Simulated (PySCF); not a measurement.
C9H18.
Atom-mapped SMILES: `[CH3:1][C@@H:2]1[CH2:3][CH2:4][CH2:5][CH2:6][CH2:7][C@H:8]1[CH3:9]` (hydrogens: H10, H11, H12 on C1; H13 on C2; H14, H15 on C3; H16, H17 on C4; H18, H19 on C5; H20, H21 on C6; H22, H23 on C7; H24 on C8; H25, H26, H27 on C9)

Computed, not measured: PBE0-D3(BJ)/def2-SVP geometry optimisation, gas phase (PySCF 2.14.0).

List the bond lengths, angles and torsions at this level.

```tsv
bond	length (pm)
C1–C2, C8–C9	152.8
C2–C3, C7–C8	153.5
C3–C4, C6–C7	152.8
C4–C5, C5–C6	152.8
C2–C8	154.2
C1–H10 and 5 like bonds	110.1
C2–H13, C8–H24	110.8
C3–H14, C7–H23	110.5
C3–H15, C7–H22	110.2
C4–H16, C6–H21	110.4
C4–H17, C6–H20	110.2
C5–H18, C5–H19	110.3
```

Bonds in one row agree within 1 pm and their mean is given. A selection of angles:
```tsv
angle	degrees
C1–C2–C3	109.1
C1–C2–C8	111.3
C3–C2–C8	115.2
C2–C3–C4	115.4
C3–C4–C5	115.5
C4–C5–C6	114.8
```

Torsions: C1–C2–C3–C4 165° (antiperiplanar); C2–C3–C4–C5 89° (synclinal); C3–C4–C5–C6 -39° (synclinal); C4–C5–C6–C7 -39° (synclinal); C5–C6–C7–C8 89° (synclinal); C6–C7–C8–C9 165° (antiperiplanar); C1–C2–C8–C7 173° (antiperiplanar).

Of the pairs four or more bonds apart, H10···H26 is among the closest relative to their van der Waals radii: 2.09 Å, 87 % of the sum of Bondi's values. The 7-membered ring C2–C3–C4–C5–C6–C7–C8 has internal angles of 114.8° to 115.5° (sum 807°, against 900° for a flat polygon); it is puckered, 0.32 Å rms from its mean plane, widest ring torsion 89°.

Point group: C2 (tolerance 0.08 Å). Stationary, but not proved a minimum. The numbers are those of one conformer.
